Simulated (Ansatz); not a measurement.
Gas-phase electronic energies from Ansatz, PBE0-D4/def2-TZVP geometries. CCSD(T)/CBS is the MP2 limit (def2-TZVPP, def2-QZVPP) plus CCSD(T) − MP2 in def2-TZVPP, frozen cores. This one scheme is used for every species. Functionals use def2-TZVPP. def2 core potentials past Kr. For Br, Sn outer-core shells are correlated without core-valence functions, which leaves a few kJ/mol of doubt a bond. Scalar relativity is left out up to krypton. One conformer a species, not always the lowest.

Reaction (formal exchange of groups at the Sn–F bond): `[OH][SnH]([F])[Br]` + CH₄ → `[CH3][SnH]([OH])[Br]` + H–F

```tsv
level	ΔE (kcal/mol)	difference from CCSD(T)/CBS
PBE0-D4	15.6	0.6
BHLYP-D4	17.8	2.8
PBE-QIDH	15.0	0.0
PBE0	16.4	1.4
r2SCANh	18.3	3.3
r2SCAN0	17.2	2.2
CCSD(T)/def2-SVP	19.1	4.1
HF/def2-TZVPP	20.0	5.0
MP2/def2-TZVPP	13.4	-1.6
CCSD/CBS(def2)	15.3	0.3
CCSD(T)/CBS	15.0	0
```

Largest T1 diagnostic among the species: 0.012.

The D4 term adds −1.4 kcal/mol with B3LYP and −0.8 kcal/mol with PBE0; it sums over pairs of atoms, weighted by their polarisabilities, and B3LYP, whose exchange is more repulsive, gets the larger term. In def2-TZVPP, CCSD(T) changes the Hartree–Fock value by −5.5 kcal/mol (the triples alone add −0.2 kcal/mol) and MP2 by −6.6 kcal/mol. From r2SCAN to r2SCAN0 (25 % exact exchange), in def2-TZVPP and without D4, ΔE moves by −1.9 kcal/mol.

B3LYP here is the variant with VWN-RPA as its local correlation; programs differ in this.

CCSD(T)/CBS has its own doubt, a few kJ/mol and more with outer-core shells, so smaller differences from it don't rank the levels.
